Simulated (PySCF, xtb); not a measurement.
3-bromo-1-chloro-1-fluoropropa-1,2-diene (C₃HBrClF), SMILES C(=C=C(Cl)F)Br.

GFN2-xTB in xtb at its own geometry gives an orbital gap of 4.01 eV and a dipole moment of 2.34 D.

Geometry: r2SCAN-D4/def2-SVP.

### Question
What does PBE/def2-TZVP (PySCF) give? (An estimate is asked for; the answer gives what the named calculation found.)

### Answer
gap 4.17 eV (levels -6.58 and -2.41 eV), dipole 1.01 D.
